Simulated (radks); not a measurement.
Species: Mo+. Configuration: [Kr] 4d1 5s0.5 5p3.5 (fractional occupations, a model configuration). All-electron calculation, scalar-relativistic Kohn-Sham, PBEsol, spin-polarised, spherical densities, finite nucleus; open shells are filled with parallel spins first (spin-orbit coupling, left out, can overturn this in heavy ions); Fermi nuclear charge, rms radius 4.4091 fm. Program: a radial shooting solver on a logarithmic mesh with Libxc functionals. Some entries of the table are withheld. Estimate them.

orbital  occ.  eigenvalue (eV)  <r^2> (bohr^2)
1s up       1        -19836.41        0.001670
1s down     1        -19836.33        0.001670
2s up       1        -2826.002         0.02788
2s down     1        -2825.803         0.02788
2p up       3        -2529.841         0.02194
2p down     3        -2529.658         0.02194
3s up       1        -503.4386          0.2110
3s down     1        -503.2629          0.2109
3p up       3        -406.4344          0.2159
3p down     3        -406.2381          0.2158
3d up       5        -248.5848          0.2072
3d down     5        -248.3365          0.2070
4s up       1         -90.0680           1.328
4s down     1         -88.9730           1.322
4p up       3         -63.3414           1.615
4p down     3         -62.1651           1.602
4d up       1         -25.0242           2.814
4d down     0         -23.5365           2.726
5s up     0.5         -17.4243           8.256
5s down     0         -15.1249           8.428
5p up       3         -11.5521             (1)
5p down   0.5          -9.3854             (2)

Answer. 
(1) 5p up <r^2> (bohr^2): 11.41
(2) 5p down <r^2> (bohr^2): 12.36
